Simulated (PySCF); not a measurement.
```xyz
3
charge 0 multiplicity 1, angstrom
Be    0.0000    0.0000    0.0000
Cl    0.0000    0.0000    1.8014
Cl    0.0000    0.0000   -1.8014
```

Computed with PBE0 in PySCF with Be def2-TZVP, Cl def2-TZVP; no relativity; density-fitted integrals.

This geometry of BeCl₂ is a stationary point at this level.

Problem. What is the point group?

Solution. D∞h.

Problem. Is it a minimum?

Solution. Yes: all harmonic wavenumbers are real.

Problem. List the harmonic modes with their infrared intensities.

Solution. 
| symmetry | ω (cm⁻¹) | IR (km/mol, summed over degenerate members) |
| --- | --- | --- |
| πu | 240 | 87.3 |
| σg+ | 399 | 0.0 |
| σu+ | 1139 | 452 |

Problem. Give the atomic charges and bond orders.

Solution. 
```
 atom  Mulliken  Löwdin  polar tensor  Mayer order to Be1
  Be1      0.33   -0.60          1.04                   –
Cl2,3     -0.16    0.30         -0.52                1.33
```

In D∞h the vibrations span πu + σg+ + σu+. The σg+ mode carries no infrared intensity, as symmetry demands. With a centre of inversion only u modes can be infrared active and only g modes Raman active.
